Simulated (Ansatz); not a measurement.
Basis-set series for CH₂GaNZn (`[CH]1=[N][GaH][Zn]1`). Total charge 0; spin multiplicity 1. Geometry: relaxed with PBE0-D4/def2-TZVP.

| functional | basis | functions | energy (Eh) | HOMO (eV) | LUMO (eV) |
| --- | --- | --- | --- | --- | --- |
| PBE0-D4 | def2-SVP | 101 | -3797.06646 | -5.58 | -1.80 |
| PBE0-D4 | def2-TZVPP | 202 | -3797.67656 | -5.71 | -1.90 |
| ωB97M-V | def2-SVP | 101 | -3797.43545 | -7.44 | -0.05 |
| ωB97M-V | def2-TZVPP | 202 | -3798.04734 | -7.59 | -0.27 |

Question: Give the rows for def2-QZVPP. (Estimate.)

Answer: The calculation gave: 
```tsv
functional	basis	functions	energy (Eh)	HOMO (eV)	LUMO (eV)
PBE0-D4	def2-QZVPP	363	-3797.76722	-5.72	-1.93
ωB97M-V	def2-QZVPP	363	-3798.13519	-7.61	-0.35
```

Scalar relativity is left out up to krypton.

Computed with Ansatz.
